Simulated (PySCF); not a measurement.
Basis and Hamiltonian dependence of the ionisation energy of Ga

Ga [Ar] 3d10 4s2 4p1 (2P) → Ga⁺ [Ar] 3d10 4s2 (1S). All values are computed (PySCF 2.14, energy differences of UHF-based or UKS calculations, no spin-orbit coupling). Values in eV.

| basis | Hamiltonian | functions | UHF | r2SCAN | PBE0 | MP2 (valence) | CCSD(T) (valence) | CCSD(T) (valence and next inner shell) |
| --- | --- | --- | --- | --- | --- | --- | --- | --- |
| cc-pVDZ-DK | spin-free X2C | 27 | 5.507 | n/a | n/a | 5.650 | 5.720 | n/a |
| aug-cc-pVDZ-PP with ECP10MDF | ECP | 32 | 5.521 | 6.068 | 5.946 | 5.673 | 5.753 | n/a |
| aug-cc-pVDZ-DK | spin-free X2C | 36 | 5.521 | 6.116 | 5.989 | 5.669 | 5.747 | n/a |
| jorge-DZP-DKH | spin-free X2C | 43 | 5.307 | n/a | n/a | 5.271 | 5.228 | n/a |
| pcseg-2 | non-relativistic | 43 | 5.582 | n/a | 6.032 | 5.788 | 5.875 | n/a |
| def2-TZVP | non-relativistic | 48 | 5.553 | n/a | 5.999 | 5.756 | 5.839 | n/a |
| x2c-TZVPPall with one added diffuse shell each of s, p, d type | spin-free X2C | 57 | 5.519 | 6.096 | 5.970 | 5.725 | 5.806 | 5.870 |
| dyall-av2z | non-relativistic | 92 | 5.556 | 6.132 | 6.003 | 5.711 | 5.797 | n/a |
| aug-cc-pVQZ-DK | spin-free X2C | 93 | 5.535 | 6.106 | 5.980 | 5.767 | 5.841 | n/a |
| x2c-QZVPPall | spin-free X2C | 94 | 5.529 | 6.110 | 5.983 | 5.759 | 5.837 | n/a |
| def2-QZVPPD | non-relativistic | 95 | 5.571 | 6.150 | 6.024 | 5.797 | 5.874 | n/a |
| aug-cc-pwCVTZ-PP with ECP10MDF | ECP | 96 | 5.536 | 6.098 | 5.963 | 5.752 | 5.833 | n/a |
| x2c-QZVPPall with one added diffuse shell each of s, p, d, f type | spin-free X2C | 110 | 5.530 | 6.110 | 5.983 | 5.760 | n/a | n/a |
| aug-cc-pVQZ-PP with one added diffuse shell each of s, p, d, f, g type with ECP10MDF | ECP | 114 | 5.535 | 6.091 | 5.958 | 5.768 | n/a | n/a |

Frozen in the all-electron rows: valence: [Ar] 3d10; valence and next inner shell: [Ne]; with a core potential, the same shells as far as they lie outside it.

Non-relativistic rows lack the scalar-relativistic shift.

Reference for a calculation without spin-orbit coupling: 5.931 eV (measured, between term centres; NIST).
